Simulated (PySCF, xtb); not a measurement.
H₃O₃P, SMILES OP(O)O. One conformer was computed; it need not be the lowest.

Harmonic wavenumbers (cm⁻¹) from GFN2-xTB in xtb at its own minimum, in rising order: 236, 237, 248, 362, 363, 454, 767, 767, 812, 922, 922, 925, 3648, 3648, 3650.

What does PBE-D3(BJ)/def2-SVP in PySCF 2.14.0 give at its own minimum? (An estimate is asked for; the answer gives what the named calculation found.)

135, 135, 289, 356, 356, 439, 801, 810, 810, 948, 948, 1011, 3711, 3711, 3711. Paired by order, the mean absolute difference is 45 cm⁻¹ and the zero-point energies are 25.7 and 26.0 kcal/mol.
